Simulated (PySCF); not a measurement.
CH$_{3}$FNSi, CH$_{4}$BN$_{2}$ (calculated)

All values are calculated (PySCF 2.14.0). Calculation on a computer-drawn molecule: the log of a Hartree-Fock and frozen-core CCSD(T) single point meant for a local Hartree-Fock minimum, with one planted fault or none, to be diagnosed. Offsets are logged minus clean, where the clean run is the same molecule without the fault. The reference is restricted for singlets and unrestricted otherwise, and also for a bond in bohr or an excited solution. Adding or removing an electron swaps singlet and doublet. The excited solution moves the top pair (singlet) or top alpha electron (doublet) to the lowest empty orbital. Highest occupied and lowest empty are orbital energies over both spins, largest force is the largest gradient component, triples share is (T) over the correlation energy, the T1 limit is 0.02 restricted and 0.045 unrestricted, electrons count all cores, a negative frequency is imaginary (commonest isotopes), and the dipole is about the centre of nuclear charge.

Common to all runs: meant charge 0; meant multiplicity 2; logged SCF converged yes; possible faults no fault, one electron removed, one electron added, multiplicity raised by two, geometry at a saddle point, SCF held on an excited solution, minimal basis STO-3G, one bond length entered in bohr, all coordinates scaled.

(1) CH$_{3}$FNSi

Logged structure:
```xyz
7
CH3FNSi
C      0.3080     2.3828    -0.3657
N     -0.8445     1.8851    -0.2563
Si    -1.2711     0.5448     0.7411
F     -2.4011    -0.3089    -0.0315
H      1.2084     1.9725     0.1072
H      0.4651     3.2801    -0.9666
H     -0.1410    -0.3769     1.0135
```

| Item | Value |
| --- | --- |
| meant basis | cc-pV(D+d)Z |
| logged electrons | 39 |
| logged basis functions | 80 |
| logged spin squared | 0.9983 |
| logged highest occupied | -5.2882 eV |
| logged lowest empty | -1.9632 eV |
| logged largest force | 0.18581 hartree/bohr |
| logged dipole magnitude | 3.6483 debye |
| logged SCF stable within its kind | no |
| logged energy HF | -482.2797 hartree |
| planted fault | withheld |

Drawn bonds:
| atom | other atom | order |
| --- | --- | --- |
| 1 | 2 | 1 |
| 2 | 3 | 2 |
| 3 | 4 | 1 |
| 1 | 5 | 1 |
| 1 | 6 | 1 |
| 3 | 7 | 1 |

Notes: coupled-cluster numbers left out as unreliable.

(2) CH$_{3}$FNSi

Structure as in entry 1.

| Item | Value |
| --- | --- |
| meant basis | cc-pV(D+d)Z |
| logged electrons | 39 |
| logged basis functions | 80 |
| logged spin squared | 3.7726 |
| logged highest occupied | -7.2404 eV |
| logged lowest empty | 0.87157 eV |
| logged largest force | 0.13529 hartree/bohr |
| logged T1 diagnostic | 0.021347 |
| logged D1 diagnostic | 0.096728 |
| logged triples share | 0.023652 |
| logged CC converged | yes |
| logged dipole magnitude | 1.9182 debye |
| logged SCF stable within its kind | yes |
| logged energy HF | -482.3507 hartree |
| logged energy CCSD(T) | -482.91696 hartree |
| planted fault | withheld |

Drawn bonds:
| atom | other atom | order |
| --- | --- | --- |
| 1 | 2 | 1 |
| 2 | 3 | 2 |
| 3 | 4 | 1 |
| 1 | 5 | 1 |
| 1 | 6 | 1 |
| 3 | 7 | 1 |

(3) CH$_{4}$BN$_{2}$

Logged structure:
```xyz
8
CH4BN2
C      1.1149    -0.8201    -0.8213
N      0.2260    -0.9124     0.0742
B     -1.0019    -1.1236    -0.1372
N     -2.0903    -1.2758    -0.3165
H      1.9760    -0.4496    -0.5479
H      0.8028    -0.6647    -1.7331
H      0.5241    -0.9592     0.9239
H     -2.9368    -1.4978    -0.4655
```

| Quantity | Value |
| --- | --- |
| meant basis | cc-pVDZ |
| logged electrons | 29 |
| logged basis functions | 76 |
| logged spin squared | 0.7582 |
| logged highest occupied | -7.5365 eV |
| logged lowest empty | 4.7532 eV |
| logged largest force | 0.17198 hartree/bohr |
| logged T1 diagnostic | 0.013985 |
| logged D1 diagnostic | 0.062202 |
| logged triples share | 0.027052 |
| logged CC converged | yes |
| logged dipole magnitude | 1.1681 debye |
| logged SCF stable within its kind | yes |
| logged energy HF | -173.66306 hartree |
| logged energy CCSD(T) | -174.2119 hartree |
| planted fault | withheld |

Drawn bonds:
| atom | other atom | order |
| --- | --- | --- |
| 1 | 2 | 1 |
| 2 | 3 | 1 |
| 3 | 4 | 2 |
| 1 | 5 | 1 |
| 1 | 6 | 1 |
| 2 | 7 | 1 |
| 4 | 8 | 1 |

To be estimated
1. CH$_{3}$FNSi (entry 1): planted fault?
2. Which fault was planted in the run of CH$_{3}$FNSi (entry 2)?
3. Give the missing planted fault for CH$_{4}$BN$_{2}$ (entry 3).

Answers
1. SCF held on an excited solution
2. multiplicity raised by two
3. all coordinates scaled, by -9.7 %

Further results for CH$_{3}$FNSi (entry 1):

| Item | Value |
| --- | --- |
| HF energy offset from clean run | 111.6 kcal/mol |

Further results for CH$_{3}$FNSi (entry 2):

| Property | Result |
| --- | --- |
| HF energy offset from clean run | 67.03 kcal/mol |
| CCSD(T) energy offset from clean run | 87.98 kcal/mol |

Further results for CH$_{4}$BN$_{2}$ (entry 3):

| Item | Value |
| --- | --- |
| HF energy offset from clean run | 72.1 kcal/mol |
| CCSD(T) energy offset from clean run | 87.34 kcal/mol |
